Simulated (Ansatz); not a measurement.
Species: CCl2, charge 0, singlet. A triplet may lie lower; no result for it is given here. CCl2 (SMILES Cl[C]Cl).
B3LYP-D3(BJ)/def2-TZVP minimum from Ansatz (a first-principles code):
```
C
Cl 1 1.7242
Cl 1 1.7242 2 109.61
```
Charge 0, spin multiplicity 1.

Total energies in cc-pV(D+d)Z, 18 correlated electrons, 11 frozen orbitals. Radicals and triplets start from unrestricted determinants; spin-orbit coupling is neglected. Correlated methods leave the cores frozen. No relativity. The restricted determinant of CCl2 (Cl[C]Cl, singlet) is unstable towards broken spin symmetry in at least one set run.

```json
[
 {"method": "HF", "program": "Ansatz", "energy (Eh)": "-956.76813", "minus CCSDT(Q) (mEh)": "447.25"},
 {"method": "MP2", "program": "Ansatz", "energy (Eh)": "-957.16104", "minus CCSDT(Q) (mEh)": "54.34"},
 {"method": "CCSD", "program": "Ansatz", "energy (Eh)": "-957.19688", "minus CCSDT(Q) (mEh)": "18.50"},
 {"method": "CCSD(T)", "program": "Ansatz", "energy (Eh)": "-957.21280", "minus CCSDT(Q) (mEh)": "2.58"},
 {"method": "CCSDT(Q)", "program": "Ansatz", "energy (Eh)": "-957.21538", "minus CCSDT(Q) (mEh)": "0.00"}
]
```

Rough core times of Ansatz's runs on a shared machine: CCSD(T) under 20 s, CCSDT(Q) 2 min.
